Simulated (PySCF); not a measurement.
C₂H₃BClNO, SMILES CB(Cl)N=C=O. Coordinates come from a PBE0-D3(BJ)/def2-SVP optimisation. This is a generated structure with no PubChem entry under its InChIKey; it may be hypothetical. Other conformers were not sampled.

Q: Give the equilibrium geometry at PBE0-D3(BJ)/def2-SVP (PySCF confirms it by a frequency run) as Cartesian coordinates in Å. (Estimate from the structure and the level; the computed values follow.)

A: One answer among several that fit: 
```xyz
9

B      0.1852    -0.3376     0.6242
Cl     1.8403    -0.4592     0.0055
C     -0.1824    -0.9572     2.0081
H     -0.3620    -2.0377     1.8589
H     -1.1014    -0.5282     2.4313
H      0.6401    -0.8764     2.7329
N     -0.7709     0.2991    -0.1989
C     -1.4061     0.8695    -1.0393
O     -2.0576     1.4210    -1.8323
```
Charge 0, spin multiplicity 1.
